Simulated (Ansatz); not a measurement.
Reaction (formal exchange of groups at the Si–Si bond): `FC[SiH]([SiH3])Cl` + CH₄ → `C[SiH](Cl)CF` + SiH₄

Program: Ansatz. Geometries: PBE0-D4/def2-TZVP. ΔE: electronic, gas phase. CBS: MP2 limit from def2 TZ/QZ plus the TZ coupled-cluster correction, frozen cores. This one scheme is used for every species. Functionals use def2-TZVPP. B3LYP here is the variant with VWN-RPA as its local correlation; programs differ in this. Each species was taken in one conformer, which may not be the lowest.

Problem. Is it downhill or uphill in electronic energy at CCSD(T)/CBS, and by how much? (Estimate.)

Solution. Computed: Downhill: ΔE = -5.5 kJ/mol.

Problem. What do these levels give: PBE-D4, PBE0-D4, ωB97X-V, PBE, r2SCAN, B3LYP, MP2/def2-TZVPP, SCS-MP2/def2-TZVPP, CCSD/def2-TZVPP, HF/def2-QZVPP, MP2/def2-QZVPP, CCSD/CBS(def2)? (An estimate is asked.)

Solution. The calculation gave: PBE-D4 7.5, PBE0-D4 3.3, ωB97X-V -5.5, PBE 6.1, r2SCAN -1.9, B3LYP -4.2, MP2/def2-TZVPP -11.7, SCS-MP2/def2-TZVPP -12.3, CCSD/def2-TZVPP -8.4, HF/def2-QZVPP -15.0, MP2/def2-QZVPP -11.0, CCSD/CBS(def2) -6.9 kJ/mol.

Largest T1 diagnostic among the species: 0.011.

From PBE to PBE0 (25 % exact exchange), in def2-TZVPP and without D4, ΔE moves by −4.3 kJ/mol.
